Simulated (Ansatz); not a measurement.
WO2Br2 (WBr2O2), relaxed as a singlet with RKS B3LYP-D4/def2-SVP in Ansatz, starting from the GFN2-xTB geometry. Force threshold 0.02 eV/Å.

In the def2 sets W takes a core potential; there is no spin–orbit coupling.

Start:

```xyz
5

W     0.0335    0.0219   -0.2091
O     0.3407    1.5108   -0.8892
O    -0.0089   -1.3021   -1.2192
Br   -2.0742    0.1539    0.8855
Br    1.7088   -0.3844    1.4320
```

```csv
step,energy (eV),largest force component (eV/Å),SCF passes
1,-145999.8437,3.543,18
2,-146000.1520,0.848,27
3,-146000.1883,0.331,23
4 (rejected),-146000.1787,0.495,29
5,-146000.1919,0.015,23
```

Force components are those of the run's own axes.

End:

```xyz
5

W     0.0193    0.0121   -0.1209
O     0.3449    1.4583   -0.9618
O     0.0088   -1.2371   -1.2801
Br   -2.1807    0.1665    0.8940
Br    1.8076   -0.3998    1.4687
```

By distances, no bond broke or formed. The bond that changes most is W1–Br4, from 2.38 to 2.43 Å (atoms count from 1).

No frequencies were taken in this run, so the end may be a saddle point.

Run time 15 s (4 threads of Arm Neoverse V1 on a shared host).
